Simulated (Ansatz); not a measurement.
`O[SiH2][SiH2][SnH3]` + HI → `[SnH3][I]` + `O[SiH2][SiH3]` at 298.15 K and 1 bar (cleavage of the Sn–Si bond).

Calculated with Ansatz (gas phase, PBE0-D4/def2-TZVP geometries, no zero-point term in ΔE). CCSD(T)/CBS adds triple-zeta CCSD(T) − MP2 to the extrapolated MP2 energy (def2 sets, frozen cores). Elements past krypton have def2 core potentials. For I, Sn outer-core shells are correlated without core-valence functions, which leaves a few kJ/mol of doubt a bond. One conformer a species, not always the lowest.

| species | CCSD(T)/CBS energy (Eh) | H − E (kJ/mol) | S (J/(mol·K)) |
| --- | --- | --- | --- |
| `O[SiH2][SiH2][SnH3]` | -872.19303 | 207.1 | 406.5 |
| HI | -298.03592 | 22.7 | 206.5 |
| `[SnH3][I]` | -513.29032 | 68.1 | 295.8 |
| `O[SiH2][SiH3]` | -656.96789 | 164.6 | 321.1 |

H − E and S are ideal-gas, rigid-rotor, harmonic terms from PBE0-D4/def2-TZVP, for one conformer and one mirror image of each species. 1 Eh = 2625.50 kJ/mol, R = 8.31446 J/(mol·K).

By hand: ΔE, ΔH, ΔS and ΔG.

ΔE = (-513.29032) + (-656.96789) − (-872.19303) − (-298.03592) = -0.02926 Eh = -76.8 kJ/mol. Δ(H − E) = 68.1 + 164.6 − 207.1 − 22.7 = 2.9, so ΔH = -73.9 kJ/mol. ΔS = 295.8 + 321.1 − 406.5 − 206.5 = 3.9 J/(mol·K). ΔG = -73.9 − 298.15 × (3.9)/1000 = -75.1 kJ/mol.

By hand: the equilibrium constant, and the temperature at which ΔG would vanish if ΔH and ΔS stayed fixed.

log₁₀ K = −ΔG/(RT ln 10) = 13.2. ΔH and −TΔS have one sign here, so there is no such temperature. One of them is within its doubt of zero, so this could turn.

The number of gas molecules stays the same, so ΔS is small and ΔH decides. A doubt of 5 kJ/mol in ΔE shifts log₁₀ K by 0.9 here. Other conformers and mirror images would add mixing entropy, several J/(mol·K) or more a flexible species. Modes under 60 cm⁻¹, often nearly free rotors, make the harmonic entropy too high. These are equilibria of isolated gas molecules and say nothing of rates. Largest T1 diagnostic: 0.013 (customary marks: 0.02 for closed shells, 0.045 for open ones).
